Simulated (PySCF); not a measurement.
In(H2S)F3.
Geometry (PBE0-D3(BJ)/def2-SVP, Å), atoms numbered from 1 in this order:
```xyz
7
F3H2InS angstrom
In     0.5108   -0.0235   -0.9435
S     -0.0563   -0.0862    1.7054
H     -0.7816    1.0070    1.3550
H     -1.0454   -0.9501    1.3704
F      2.4196   -0.0469   -1.3052
F     -0.4393    1.6966   -0.9213
F     -0.6079   -1.5970   -1.2609
```

Theory: TDDFT B3LYP/def2-SVPD, vertical, gas phase, core orbitals frozen in the response, def2 core potentials past Kr in PySCF. Spin–orbit coupling is left out.

Transition dipole moments from the ground state, in atomic units and in the frame of the coordinates above (overall signs are arbitrary), for the states with f of 0.002 or more among the lowest 8:

| state | E (eV) | μx | μy | μz |
| --- | --- | --- | --- | --- |
| S1 | 5.931 | -0.220 | -0.041 | 1.056 |
| S2 | 6.173 | 0.024 | 0.187 | 0.015 |
| S3 | 6.200 | 0.134 | -0.247 | -0.232 |
| S4 | 6.204 | 0.011 | -0.333 | 0.013 |
| S5 | 6.251 | 0.030 | -0.304 | 0.053 |
| S6 | 6.281 | -0.503 | -0.076 | -0.070 |
| S8 | 7.106 | 0.080 | -0.031 | -0.171 |

Task: Work out the oscillator strengths.

Result: f = (2/3) ΔE |μ|² with ΔE in hartree (27.2114 eV).

```tsv
state	|μ|² (au)	|μ| (D)	f
S1	1.166	2.74	0.169
S2	0.036	0.48	0.005
S3	0.133	0.93	0.020
S4	0.111	0.85	0.017
S5	0.096	0.79	0.015
S6	0.264	1.31	0.041
S8	0.036	0.49	0.006
```

Task: Which bond between heavy atoms lies closest to the direction of the S1 transition dipole?

Result: In1–S2, at 1° from it; next In1–F5 at 68°.

Task: What angle do the transition dipoles of S3 and S6 make?

Result: |cos θ| = |μa·μb| / (|μa| |μb|) = 0.17, so θ ≈ 80° (taken between 0 and 90°, since the signs are arbitrary).

Task: How is the summed strength of these states shared among x, y and z?

Result: (2/3) Σ ΔE μα² gives 0.050 for x, 0.047 for y and 0.177 for z, 0.274 in all.

Task: What peak molar absorption coefficient would the strongest computed level give as a lone Gaussian band 0.4 eV wide at half height?

Result: ε(max) = 2.175×10⁸ f / FWHM, with the width in cm⁻¹. S1: 2.175×10⁸ × 0.1695 / 3226 ≈ 11000 L mol⁻¹ cm⁻¹.

All these states lie below the vertical ionisation energy of 11.93 eV (ΔSCF).
